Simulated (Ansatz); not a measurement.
```yaml
crystal:
  periodic: [false, false, false]
  atoms:
    - {symbol: C, position_ang: [-2.583385, 2.052131, 1.207929]}
    - {symbol: C, position_ang: [-1.274352, 1.263059, 1.231725]}
    - {symbol: C, position_ang: [-1.117453, 0.306493, 0.052148]}
    - {symbol: C, position_ang: [0.181507, -0.505316, 0.054284]}
    - {symbol: C, position_ang: [1.459199, 0.325206, -0.069319]}
    - {symbol: C, position_ang: [1.561843, 1.144210, -1.351524]}
    - {symbol: O, position_ang: [2.545432, -0.641447, -0.024805]}
    - {symbol: C, position_ang: [3.735805, -0.203429, 0.464612]}
    - {symbol: C, position_ang: [4.759447, -1.315107, 0.432397]}
    - {symbol: O, position_ang: [3.930484, 0.927932, 0.867612]}
    - {symbol: O, position_ang: [-2.234292, -0.621686, 0.117234]}
    - {symbol: C, position_ang: [-2.679934, -1.131995, -1.062634]}
    - {symbol: C, position_ang: [-3.843590, -2.066585, -0.825742]}
    - {symbol: O, position_ang: [-2.197012, -0.859993, -2.145399]}
    - {symbol: H, position_ang: [-2.660049, 2.734466, 2.077595]}
    - {symbol: H, position_ang: [-2.665516, 2.667882, 0.288023]}
    - {symbol: H, position_ang: [-3.454886, 1.368380, 1.232878]}
    - {symbol: H, position_ang: [-0.410340, 1.960806, 1.224954]}
    - {symbol: H, position_ang: [-1.191594, 0.677393, 2.173547]}
    - {symbol: H, position_ang: [-1.207481, 0.855678, -0.909579]}
    - {symbol: H, position_ang: [0.231587, -1.102332, 0.989166]}
    - {symbol: H, position_ang: [0.147740, -1.219327, -0.794391]}
    - {symbol: H, position_ang: [1.587768, 0.999381, 0.803811]}
    - {symbol: H, position_ang: [2.537414, 1.665474, -1.392163]}
    - {symbol: H, position_ang: [1.454250, 0.495284, -2.243980]}
    - {symbol: H, position_ang: [0.768519, 1.917364, -1.390530]}
    - {symbol: H, position_ang: [4.907939, -1.662093, -0.609643]}
    - {symbol: H, position_ang: [4.394778, -2.185796, 1.012808]}
    - {symbol: H, position_ang: [5.714629, -0.952607, 0.849520]}
    - {symbol: H, position_ang: [-4.666561, -1.528206, -0.314695]}
    - {symbol: H, position_ang: [-3.534911, -2.893919, -0.156203]}
    - {symbol: H, position_ang: [-4.196972, -2.471314, -1.789616]}
basis:
  gaussian: {orbitals: "6-31++G**", point_charges: [{charge: 0.50, position_ang: [9.035, 0.384, 0.541]}]}
hamiltonian: {xc: {name: B3LYP}, dispersion: d4}
scf: {omitted_lower_state_checks: [starts]}
output: {forces: true}
```

```sh
$ ansatz run in.yaml --threads 4 --pin off --events-out ev --progress --plain --max-ram 6963MiB
```

Shortened log:

```
Functional definition: B3LYP
3371 factors; integrals over basis functions are off by at most 1.1e-3 eV
mean field evaluation 1: about -18823.3480 eV, gradient 1.2e2 eV
mean field evaluation 2: about -18803.6022 eV, gradient 1.5e2 eV
mean field evaluation 4: about -18853.8213 eV, gradient 1.1e1 eV
mean field evaluation 8: about -18854.6225 eV, gradient 1.4e0 eV
mean field evaluation 16: about -18854.6267 eV, gradient 6.7e-4 eV
mean field -18854.62666260 eV, -692.8947497255 hartree, gradient 2.7e-5 eV, S^2 0.000000; 0 other end points of the search recorded, 0 dependent functions left out
reference -18854.62724188 eV, -692.8947710138 hartree; 55, 55 occupied and 319, 319 virtual orbitals, 3371 factors
Total energy: -18855.87129116 eV, -692.9404889816 hartree
Atom 0 at    -2.583385     2.052131     1.207929 Å, force    -0.446226     0.210289    -0.044097 eV/Å
Atom 1 at    -1.274352     1.263059     1.231725 Å, force     0.422613    -0.042308     0.367707 eV/Å
Atom 2 at    -1.117453     0.306493     0.052148 Å, force     0.019853     0.387930    -0.470706 eV/Å
Atom 3 at     0.181507    -0.505316     0.054284 Å, force     0.029752    -0.583636     0.021450 eV/Å
Atom 4 at     1.459199     0.325206    -0.069319 Å, force    -0.209526     0.535466     0.407706 eV/Å
Atom 5 at     1.561843     1.144210    -1.351524 Å, force     0.065532     0.202445    -0.368702 eV/Å
Atom 6 at     2.545432    -0.641447    -0.024805 Å, force     0.539757     0.129555     0.188642 eV/Å
Atom 7 at     3.735805    -0.203429     0.464612 Å, force    -0.410278    -0.107927    -0.159790 eV/Å
Atom 8 at     4.759447    -1.315107     0.432397 Å, force     0.200829    -0.311304    -0.058694 eV/Å
Atom 9 at     3.930484     0.927932     0.867612 Å, force     0.143743    -0.189644    -0.042844 eV/Å
Atom 10 at    -2.234292    -0.621686     0.117234 Å, force     0.049409    -0.064965    -0.258069 eV/Å
Atom 11 at    -2.679934    -1.131995    -1.062634 Å, force    -0.048832    -0.026773     0.077386 eV/Å
Atom 12 at    -3.843590    -2.066585    -0.825742 Å, force    -0.261871    -0.209306     0.035323 eV/Å
Atom 13 at    -2.197012    -0.859993    -2.145399 Å, force    -0.084791    -0.047964     0.234068 eV/Å
Atom 14 at    -2.660049     2.734466     2.077595 Å, force     0.055819    -0.281504    -0.345829 eV/Å
Atom 15 at    -2.665516     2.667882     0.288023 Å, force     0.042541    -0.238592     0.360399 eV/Å
Atom 16 at    -3.454886     1.368380     1.232878 Å, force     0.354668     0.302421     0.007105 eV/Å
Atom 17 at    -0.410340     1.960806     1.224954 Å, force    -0.361918    -0.249717    -0.007435 eV/Å
Atom 18 at    -1.191594     0.677393     2.173547 Å, force    -0.056066     0.240835    -0.361084 eV/Å
Atom 19 at    -1.207481     0.855678    -0.909579 Å, force     0.013179    -0.229557     0.485228 eV/Å
Atom 20 at     0.231587    -1.102332     0.989166 Å, force    -0.025483     0.242276    -0.365471 eV/Å
Atom 21 at     0.147740    -1.219327    -0.794391 Å, force     0.013028     0.284176     0.359511 eV/Å
Atom 22 at     1.587768     0.999381     0.803811 Å, force    -0.087903    -0.372623    -0.408119 eV/Å
Atom 23 at     2.537414     1.665474    -1.392163 Å, force    -0.402922    -0.210147    -0.015772 eV/Å
Atom 24 at     1.454250     0.495284    -2.243980 Å, force     0.038677     0.267479     0.361940 eV/Å
Atom 25 at     0.768519     1.917364    -1.390530 Å, force     0.326492    -0.335717     0.034156 eV/Å
Atom 26 at     4.907939    -1.662093    -0.609643 Å, force    -0.065828     0.155433     0.411410 eV/Å
Atom 27 at     4.394778    -2.185796     1.012808 Å, force     0.179554     0.377882    -0.213348 eV/Å
Atom 28 at     5.714629    -0.952607     0.849520 Å, force    -0.391098    -0.155144    -0.121284 eV/Å
Atom 29 at    -4.666561    -1.528206    -0.314695 Å, force     0.337315    -0.203450    -0.233391 eV/Å
Atom 30 at    -3.534911    -2.893919    -0.156203 Å, force    -0.107016     0.328259    -0.291486 eV/Å
Atom 31 at    -4.196972    -2.471314    -1.789616 Å, force     0.144472     0.168728     0.408510 eV/Å
Dipole moment:    -0.468483    -0.321766     0.210099 e Å
Checks for a lower state left out: starts
```

Hardware: 4 threads of Arm Neoverse V2 on a shared host. Wall time 27 s, peak host memory 2.3 GiB.

The 6-31G sets use Cartesian d functions. B3LYP takes the VWN-RPA correlation.
